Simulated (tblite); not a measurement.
Parent: `[CH3:1][C:2]1=[C:3]([F:4])[SiH2:5][SiH2:6]1`, C3H7FSi2.

The geometries are computed with GFN2-xTB (gas phase). One conformer each, not checked by frequencies here.

```json
{"coordinate of the parent": "C1–C2", "value": "1.487 Å"}
{"coordinate of the parent": "C2=C3", "value": "1.341 Å"}
{"coordinate of the parent": "C3–F4", "value": "1.359 Å"}
{"coordinate of the parent": "C3–Si5", "value": "1.903 Å"}
{"coordinate of the parent": "Si5–Si6", "value": "2.337 Å"}
{"coordinate of the parent": "C2–Si6", "value": "1.905 Å"}
{"coordinate of the parent": "C1–C2–C3", "value": "127.2°"}
{"coordinate of the parent": "C1–C2–Si6", "value": "130.3°"}
{"coordinate of the parent": "C3–C2–Si6", "value": "102.5°"}
{"coordinate of the parent": "C2–C3–F4", "value": "123.7°"}
{"coordinate of the parent": "C2–C3–Si5", "value": "107.8°"}
{"coordinate of the parent": "F4–C3–Si5", "value": "128.5°"}
{"coordinate of the parent": "C3–Si5–Si6", "value": "73.4°"}
{"coordinate of the parent": "C2–Si6–Si5", "value": "76.3°"}
```

Task: How does the shared frame change in `[CH3:1][S:2][Si@@H:3]1[SiH2:4][C:5]([F:6])=[C:7]1[CH3:8]` with C1–S2–Si3–Si4 39°, C4H9FSSi2? Atoms pair as C1 = C8, C2 = C7, C3 = C5, F4 = F6, Si5 = Si4, Si6 = Si3 (parent first).

Result: 
| parent | relative | value in the relative | change |
| --- | --- | --- | --- |
| C1–C2 | C8–C7 | 1.487 Å | 0.000 |
| C2=C3 | C7=C5 | 1.342 Å | +0.001 |
| C3–F4 | C5–F6 | 1.356 Å | -0.003 |
| C3–Si5 | C5–Si4 | 1.905 Å | +0.002 |
| Si5–Si6 | Si4–Si3 | 2.346 Å | +0.009 |
| C2–Si6 | C7–Si3 | 1.911 Å | +0.006 |
| C1–C2–C3 | C8–C7–C5 | 127.4° | +0.2 |
| C1–C2–Si6 | C8–C7–Si3 | 130.7° | +0.4 |
| C3–C2–Si6 | C5–C7–Si3 | 101.9° | -0.6 |
| C2–C3–F4 | C7–C5–F6 | 123.5° | -0.2 |
| C2–C3–Si5 | C7–C5–Si4 | 108.7° | +0.9 |
| F4–C3–Si5 | F6–C5–Si4 | 127.8° | -0.7 |
| C3–Si5–Si6 | C5–Si4–Si3 | 72.9° | -0.5 |
| C2–Si6–Si5 | C7–Si3–Si4 | 76.5° | +0.2 |

Of the parent's bonds, Si5–Si6 changes most (+0.009 Å). Bonds of the relative outside the shared frame: C1–S2 1.820, S2–Si3 2.159 Å. Point group Cs → C1.

Task: How does the shared frame change in `[CH2:1]=[N:2][Si@H:3]1[SiH2:4][C:5]([F:6])=[C:7]1[CH3:8]` with C1–N2–Si3–Si4 135°, C4H8FNSi2? Atoms pair as C1 = C8, C2 = C7, C3 = C5, F4 = F6, Si5 = Si4, Si6 = Si3 (parent first).

Result: 
```json
{"parent": "C1–C2", "relative": "C8–C7", "value in the relative": "1.486 Å", "change": "-0.001"}
{"parent": "C2=C3", "relative": "C7=C5", "value in the relative": "1.339 Å", "change": "-0.002"}
{"parent": "C3–F4", "relative": "C5–F6", "value in the relative": "1.361 Å", "change": "+0.002"}
{"parent": "C3–Si5", "relative": "C5–Si4", "value in the relative": "1.898 Å", "change": "-0.005"}
{"parent": "Si5–Si6", "relative": "Si4–Si3", "value in the relative": "2.333 Å", "change": "-0.004"}
{"parent": "C2–Si6", "relative": "C7–Si3", "value in the relative": "1.903 Å", "change": "-0.002"}
{"parent": "C1–C2–C3", "relative": "C8–C7–C5", "value in the relative": "127.3°", "change": "+0.1"}
{"parent": "C1–C2–Si6", "relative": "C8–C7–Si3", "value in the relative": "130.5°", "change": "+0.2"}
{"parent": "C3–C2–Si6", "relative": "C5–C7–Si3", "value in the relative": "102.1°", "change": "-0.4"}
{"parent": "C2–C3–F4", "relative": "C7–C5–F6", "value in the relative": "123.3°", "change": "-0.4"}
{"parent": "C2–C3–Si5", "relative": "C7–C5–Si4", "value in the relative": "108.2°", "change": "+0.4"}
{"parent": "F4–C3–Si5", "relative": "F6–C5–Si4", "value in the relative": "128.4°", "change": "-0.1"}
{"parent": "C3–Si5–Si6", "relative": "C5–Si4–Si3", "value in the relative": "73.2°", "change": "-0.2"}
{"parent": "C2–Si6–Si5", "relative": "C7–Si3–Si4", "value in the relative": "76.4°", "change": "+0.1"}
```

Of the parent's bonds, C3–Si5 and Si5–Si6 change most and about equally (-0.005 to -0.004 Å). Bonds of the relative outside the shared frame: C1=N2 1.252, N2–Si3 1.712 Å. Point group Cs → C1.

Task: How does the shared frame change in `[CH3:1][C:2]1=[C:3]([F:4])[SiH2:5][Si@H:6]1[O:7][CH:8]=[O:9]` with Si5–Si6–O7–C8 15°, Si6–O7–C8–O9 -5°, C4H7FO2Si2? Atoms pair as C1 = C1, C2 = C2, C3 = C3, F4 = F4, Si5 = Si5, Si6 = Si6 (parent first).

Result: 
```json
{"parent": "C1–C2", "relative": "C1–C2", "value in the relative": "1.489 Å", "change": "+0.002"}
{"parent": "C2=C3", "relative": "C2=C3", "value in the relative": "1.343 Å", "change": "+0.002"}
{"parent": "C3–F4", "relative": "C3–F4", "value in the relative": "1.353 Å", "change": "-0.006"}
{"parent": "C3–Si5", "relative": "C3–Si5", "value in the relative": "1.912 Å", "change": "+0.009"}
{"parent": "Si5–Si6", "relative": "Si5–Si6", "value in the relative": "2.339 Å", "change": "+0.002"}
{"parent": "C2–Si6", "relative": "C2–Si6", "value in the relative": "1.911 Å", "change": "+0.006"}
{"parent": "C1–C2–C3", "relative": "C1–C2–C3", "value in the relative": "127.1°", "change": "-0.1"}
{"parent": "C1–C2–Si6", "relative": "C1–C2–Si6", "value in the relative": "130.9°", "change": "+0.6"}
{"parent": "C3–C2–Si6", "relative": "C3–C2–Si6", "value in the relative": "102.0°", "change": "-0.5"}
{"parent": "C2–C3–F4", "relative": "C2–C3–F4", "value in the relative": "123.5°", "change": "-0.2"}
{"parent": "C2–C3–Si5", "relative": "C2–C3–Si5", "value in the relative": "108.2°", "change": "+0.4"}
{"parent": "F4–C3–Si5", "relative": "F4–C3–Si5", "value in the relative": "128.3°", "change": "-0.2"}
{"parent": "C3–Si5–Si6", "relative": "C3–Si5–Si6", "value in the relative": "73.0°", "change": "-0.4"}
{"parent": "C2–Si6–Si5", "relative": "C2–Si6–Si5", "value in the relative": "76.7°", "change": "+0.4"}
```

Of the parent's bonds, C3–Si5 changes most (+0.009 Å). Bonds of the relative outside the shared frame: Si6–O7 1.698, O7–C8 1.300, C8=O9 1.198 Å. Point group Cs → C1.

Task: How does the shared frame change in `[CH3:1][C:2]1=[C:3]([F:4])[SiH2:5][Si@H:6]1[OH:7]` with Si5–Si6–O7–H 43°, C3H7FOSi2? Atoms pair as C1 = C1, C2 = C2, C3 = C3, F4 = F4, Si5 = Si5, Si6 = Si6 (parent first).

Result: 
```tsv
parent	relative	value in the relative	change
C1–C2	C1–C2	1.489 Å	+0.002
C2=C3	C2=C3	1.341 Å	0.000
C3–F4	C3–F4	1.359 Å	0.000
C3–Si5	C3–Si5	1.907 Å	+0.004
Si5–Si6	Si5–Si6	2.331 Å	-0.006
C2–Si6	C2–Si6	1.913 Å	+0.008
C1–C2–C3	C1–C2–C3	127.0°	-0.2
C1–C2–Si6	C1–C2–Si6	130.7°	+0.4
C3–C2–Si6	C3–C2–Si6	102.3°	-0.2
C2–C3–F4	C2–C3–F4	123.5°	-0.2
C2–C3–Si5	C2–C3–Si5	107.8°	0.0
F4–C3–Si5	F4–C3–Si5	128.7°	+0.2
C3–Si5–Si6	C3–Si5–Si6	73.5°	+0.1
C2–Si6–Si5	C2–Si6–Si5	76.4°	+0.1
```

Of the parent's bonds, C2–Si6 changes most (+0.008 Å). Bonds of the relative outside the shared frame: Si6–O7 1.632 Å. Point group Cs → C1.
